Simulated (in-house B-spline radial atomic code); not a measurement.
## Ionising the gallium ion Ga⁵⁺ with different functionals

Computed with a radial B-spline atomic code at the basis-set limit: scalar-relativistic (spin-free X2C) Hamiltonian, Fermi nucleus of rms radius 3.9973 fm, spin-polarised at highest spin, spherical fractional occupations for the functionals, and exact exchange of hybrids averaged over the configuration. The ionisation energy is the difference of two self-consistent energies, [Ar] 3d8 → [Ar] 3d7, without Breit or QED terms; ε is the level of the shell that loses the electron (its least bound occupied spin orbital). There is no spin-orbit coupling in this Hamiltonian.

```json
{"method": "PBE0", "rung": "global hybrid", "ΔSCF (eV)": "112.87", "-ε(3d) (eV)": "103.74"}
{"method": "B3LYP", "rung": "global hybrid", "ΔSCF (eV)": "113.08", "-ε(3d) (eV)": "103.12"}
{"method": "TPSSh", "rung": "global hybrid", "ΔSCF (eV)": "112.85", "-ε(3d) (eV)": "101.26"}
{"method": "BHandHLYP", "rung": "global hybrid", "ΔSCF (eV)": "112.54", "-ε(3d) (eV)": "107.55"}
{"method": "r2SCAN0", "rung": "global hybrid", "ΔSCF (eV)": "112.75", "-ε(3d) (eV)": "103.75"}
{"method": "B97-1", "rung": "global hybrid", "ΔSCF (eV)": "112.93", "-ε(3d) (eV)": "103.13"}
{"method": "HSE06", "rung": "range-separated hybrid", "ΔSCF (eV)": "112.83", "-ε(3d) (eV)": "103.28"}
{"method": "wB97X", "rung": "range-separated hybrid", "ΔSCF (eV)": "112.63", "-ε(3d) (eV)": "105.71"}
{"method": "CAM-B3LYP", "rung": "range-separated hybrid", "ΔSCF (eV)": "113.03", "-ε(3d) (eV)": "105.14"}
{"method": "LC-wPBE", "rung": "range-separated hybrid", "ΔSCF (eV)": "113.11", "-ε(3d) (eV)": "105.61"}
```

(1) Among the functionals, which spreads more, the ΔSCF values or the orbital energies?

(2) How do they compare with the NIST value?

Results:

(1) The orbital energies: ΔSCF values span about 0.58 eV and the orbital energies 6.29 eV; here energy differences depend much less on the functional than eigenvalues do.

(2) NIST lists 113 eV ± 1.1 (tabulated theory, ground level to ground level). Errors run from -0.16 to +0.41 eV; all lie within about twice that uncertainty, so the table can't rank the methods.
